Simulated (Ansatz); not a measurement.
Consider the ligand exchange at a B–C bond: `CC1=CC(C)=[O+][B-](C)(C)O1` + HCl → `CC1=CC(C)=[O+][B-](C)(Cl)O1` + CH₄.

Isolated molecules relaxed with PBE0-D4/def2-TZVP in Ansatz; ΔE leaves out vibrations. CCSD(T)/CBS adds triple-zeta CCSD(T) − MP2 to the extrapolated MP2 energy (def2 sets, frozen cores). This one scheme is used for every species. DFT in def2-TZVPP. HSE06 is defined as in plane-wave codes.

(1) Is it downhill or uphill in electronic energy at CCSD(T)/CBS, and by how much? (Best estimate.)

(2) What do these levels give: r2SCANh-D4, CAM-B3LYP-D4, ωB97M-V, r2SCANh, r2SCAN0, HSE06, BHLYP, RPA@PBE/def2-TZVPP, HF/def2-SVP, CCSD/def2-TZVPP, SCS-MP2/def2-QZVPP, MP2/CBS(def2)? (Best estimate.)

Largest T1 diagnostic among the species: 0.016.

Answers

(1) Computed: Downhill: ΔE = -110.7 kJ/mol.

(2) Ansatz gave: r2SCANh-D4 -116.3, CAM-B3LYP-D4 -112.8, ωB97M-V -112.5, r2SCANh -116.8, r2SCAN0 -117.1, HSE06 -113.1, BHLYP -117.0, RPA@PBE/def2-TZVPP -101.3, HF/def2-SVP -127.9, CCSD/def2-TZVPP -107.4, SCS-MP2/def2-QZVPP -112.7, MP2/CBS(def2) -115.4 kJ/mol.

Leaving LDA and LC-ωPBE aside and taking each functional with its dispersion term where it has one, the values, not all of them listed here, spread over 7.9 kJ/mol, from BHLYP-D4 to revPBE-D4. In def2-TZVPP, CCSD(T) changes the Hartree–Fock value by +15.4 kJ/mol (the triples alone add +0.0 kJ/mol) and MP2 by +10.7 kJ/mol. From BLYP to BHLYP (50 % exact exchange), in def2-TZVPP and without D4, ΔE moves by −4.1 kJ/mol.
